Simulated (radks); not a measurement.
Question: Species: Mo2+. Configuration: [Ar] 3d10 4s1.75 4p6 4d4 5s0.25 (fractional occupations, a model configuration). All-electron calculation, Dirac Kohn-Sham, revPBE, spin-unpolarised, spherical densities, point nucleus; open shells fill j = l - 1/2 first. Program: a radial shooting solver on a logarithmic mesh with Libxc functionals. Some entries of the table are withheld. Estimate them.

| orbital | occ. | eigenvalue (eV) | <1/r> (bohr^-1) |
|---|---|---|---|
| 1s1/2 | 2 | -19834.79 | 43.56 |
| 2s1/2 | 2 | -2818.419 | 9.914 |
| 2p1/2 | 2 | -2594.082 | 9.888 |
| 2p3/2 | 4 | -2487.529 | 9.415 |
| 3s1/2 | 2 | -496.8139 | (1) |
| 3p1/2 | 2 | (2) | 3.290 |
| 3p3/2 | 4 | (3) | 3.176 |
| 3d3/2 | 4 | -243.2522 | 2.987 |
| 3d5/2 | 6 | -239.9293 | 2.958 |
| 4s1/2 | 1.75 | (4) | 1.240 |
| 4p1/2 | 2 | -59.7314 | 1.122 |
| 4p3/2 | 4 | -57.1976 | 1.089 |
| 4d3/2 | 4 | (5) | 0.7870 |
| 4d5/2 | 0 | (6) | 0.7796 |
| 5s1/2 | 0.25 | -17.9690 | 0.4414 |

Answer: 
(1) 3s1/2 <1/r> (bohr^-1): 3.392
(2) 3p1/2 eigenvalue (eV): -411.4834
(3) 3p3/2 eigenvalue (eV): -393.9357
(4) 4s1/2 eigenvalue (eV): -84.0860
(5) 4d3/2 eigenvalue (eV): -21.8813
(6) 4d5/2 eigenvalue (eV): -21.6209
